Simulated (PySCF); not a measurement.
# Indirect couplings

Cartesian coordinates in Å; atom numbers follow the order of the lines, from 1:
```xyz
21

C     3.3002    0.7965    0.3943
C     2.6061   -0.3347    0.5098
C     1.9763   -1.0702   -0.6349
O     0.7266   -1.6304   -0.3234
C    -0.3519   -0.8186   -0.1769
C    -0.3434    0.5657   -0.3546
C    -1.5228    1.2973   -0.1926
C    -2.7179    0.6666    0.1468
O    -3.8832    1.3338    0.3207
C    -2.7224   -0.7227    0.3234
C    -1.5549   -1.4519    0.1634
H     3.4134    1.2981   -0.5731
H     3.7857    1.2630    1.2552
H     2.4970   -0.8202    1.4871
H     1.9176   -0.4271   -1.5337
H     2.6076   -1.9351   -0.8971
H     0.5752    1.0961   -0.6015
H    -1.5006    2.3830   -0.3299
H    -3.7364    2.2706    0.1555
H    -3.6602   -1.2150    0.5880
H    -1.5474   -2.5354    0.2966
```

Indirect spin–spin couplings were computed at B3LYP/pcJ-1 (without the spin–dipole term) (PySCF 2.14.0 with density-fitted response routines) on a PBE0-D3(BJ)/def2-SVP structure, for the isolated molecule, without vibrational or relativistic corrections. Couplings are averaged over pairs made equivalent by symmetry, fast rotation or ring inversion, so a value needn't be that of the named pair in this geometry, while other rotamers aren't included; one pair stands for each set, and the list holds a selection of those of at least 1.5 Hz over up to four bonds, among pairs with at least one H atom (others weren't computed).

Isotopes: 13C, 1H, 17O. Couplings to quadrupolar nuclei such as 17O and 33S are rarely resolved in practice.

```json
{"pair": "C1, H12", "bonds": "1", "J (Hz)": "?"}
{"pair": "C1, H13", "bonds": "1", "J (Hz)": "?"}
{"pair": "C2, H14", "bonds": "1", "J (Hz)": "164.8"}
{"pair": "C3, H15", "bonds": "1", "J (Hz)": "147.7"}
{"pair": "C6, H17", "bonds": "1", "J (Hz)": "?"}
{"pair": "C7, H18", "bonds": "1", "J (Hz)": "164.0"}
{"pair": "O9, H19", "bonds": "1", "J (Hz)": "?"}
{"pair": "C2, H12", "bonds": "2", "J (Hz)": "?"}
{"pair": "C2, H15", "bonds": "2", "J (Hz)": "?"}
{"pair": "C3, H14", "bonds": "2", "J (Hz)": "2.2"}
{"pair": "C5, H17", "bonds": "2", "J (Hz)": "-3.0"}
{"pair": "H12, H13", "bonds": "2", "J (Hz)": "1.8"}
{"pair": "C1, H15", "bonds": "3", "J (Hz)": "5.6"}
{"pair": "C3, H12", "bonds": "3", "J (Hz)": "8.5"}
{"pair": "C3, H13", "bonds": "3", "J (Hz)": "?"}
{"pair": "O4, H14", "bonds": "3", "J (Hz)": "-1.6"}
{"pair": "C5, H18", "bonds": "3", "J (Hz)": "9.4"}
{"pair": "C7, H19", "bonds": "3", "J (Hz)": "6.4"}
{"pair": "O9, H18", "bonds": "3", "J (Hz)": "-1.9"}
{"pair": "H13, H14", "bonds": "3", "J (Hz)": "11.8"}
{"pair": "H14, H15", "bonds": "3", "J (Hz)": "?"}
{"pair": "H17, H18", "bonds": "3", "J (Hz)": "9.8"}
{"pair": "H12, H15", "bonds": "4", "J (Hz)": "-2.2"}
{"pair": "H13, H15", "bonds": "4", "J (Hz)": "-2.3"}
{"pair": "H17, H21", "bonds": "4", "J (Hz)": "2.9"}
{"pair": "H18, H20", "bonds": "4", "J (Hz)": "3.0"}
```

Problem. Estimate the withheld couplings, with signs.

Solution. 
- 1J(C1,H12) = 162.5 Hz (bond length 1.096 Å, sp2 carbon)
- 1J(C1,H13) = 171.7 Hz (bond length 1.093 Å, sp2 carbon)
- 1J(C6,H17) = 167.2 Hz (bond length 1.089 Å, sp2 carbon)
- 1J(O9,H19) = -77.6 Hz (bond length 0.962 Å)
- 2J(C2,H12) = -2.0 Hz (angle at C1 121°)
- 2J(C2,H15) = -3.5 Hz (mean over equivalent pairs that range from -6.7 to -0.3 Hz in this conformer)
- 3J(C3,H13) = 14.5 Hz (dihedral angle 177°)
- 3J(H14,H15) = 7.0 Hz (mean over equivalent pairs that range from 3.2 to 10.8 Hz in this conformer)
